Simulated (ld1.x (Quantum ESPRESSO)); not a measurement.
## Before and after: PAW potential for V

vanadium, PAW, made with ld1.x (Quantum ESPRESSO) 7.5 (PBEsol, non-relativistic). Core [Ne], reference 3s2 3p6 3d3 4s0.5 4p0 (charge +1.5). Waves: 3s (bound): rcut 1.35, rcutus 1.85 bohr; 4s (bound): rcut 1.35, rcutus 1.85 bohr; 3p (bound): rcut 1.35, rcutus 1.50 bohr; 4p (bound, empty): rcut 1.35, rcutus 1.50 bohr; 3d (bound): rcut 1.25, rcutus 1.65 bohr; 3d channel at 4 Ry: rcut 1.25, rcutus 1.65 bohr. Local part: all-electron potential smoothed inside 1.50 bohr (lloc = -2). Core correction: Bessel-smoothed model core inside 1.50 bohr. Augmentation charge: BESSEL, radius 0.95 bohr.

All-electron outer shells of the reference configuration (PBEsol, non-relativistic, ld1.x):

```json
{"shell": "2p", "level (eV)": "-513.39", "outermost node (bohr)": "–", "outermost maximum (bohr)": "0.21"}
{"shell": "3s", "level (eV)": "-80.82", "outermost node (bohr)": "0.38", "outermost maximum (bohr)": "0.83"}
{"shell": "3p", "level (eV)": "-55.68", "outermost node (bohr)": "0.35", "outermost maximum (bohr)": "0.85"}
{"shell": "3d", "level (eV)": "-16.98", "outermost node (bohr)": "–", "outermost maximum (bohr)": "0.88"}
{"shell": "4s", "level (eV)": "-14.06", "outermost node (bohr)": "1.17", "outermost maximum (bohr)": "2.56"}
{"shell": "4p", "level (eV)": "-9.71", "outermost node (bohr)": "1.28", "outermost maximum (bohr)": "3.05"}
```

Change: local potential all-electron potential smoothed inside 1.88 bohr (lloc = -2).

Cutoffs: the cutoffs (Ry, on a coarse ladder) from which the occupation-weighted sum of valence levels, in a spherical-Bessel basis at the reference potential, stays within 10 and 1 mRy of its value at 400 Ry; they do not see the model core or the augmentation charge, which bear on the density cutoff. Errors are all-electron minus pseudo energies relative to the spin-unpolarised reference configuration.

Question: How do hardness, ghosts and transferability respond?

Answer: The potential gets neither clearly harder nor softer (40 Ry and 70 Ry → 40 Ry and 70 Ry); of the 7 tests that both files solve, the error grows in 2 and shrinks in 1 by more than 15 % and 0.3 meV (median size 0.7 → 0.7 meV); neither file shows a bound ghost.

| quantity | base | changed |
| --- | --- | --- |
| cutoff, loose | 40 Ry | 40 Ry |
| cutoff, tight | 70 Ry | 70 Ry |
| bound ghosts | none | none |
| error for 3s2 3p6 3d3 4s2 4p0, meV [ΔE -13.88 eV] | +0.4 | +0.4 |
| error for 3s2 3p6 3d3 4s1 4p0, meV [ΔE -6.21 eV] | +0.1 | +0.1 |
| error for 3s2 3p6 3d3 4s0 4p0, meV [ΔE 7.86 eV] | +0.1 | +0.1 |
| error for 3s2 3p6 3d3.5 4s1.5 4p0, meV [ΔE -13.94 eV] | -1.0 | -0.7 |
| error for 3s2 3p6 3d2 4s2 4p1, meV [ΔE -7.87 eV] | +12 | +18 |
| error for 3s2 3p6 3d2 4s0 4p0, meV [ΔE 36.89 eV] | -0.7 | -0.8 |
| error for 3s2 3p6 3d2 4s2 4p0, meV [ΔE -2.66 eV] | +15 | +22 |
| lowest overlap eigenvalue by channel | s 0.06, p 0.19, d 0.87 | s 0.10, p 0.19, d 0.86 |
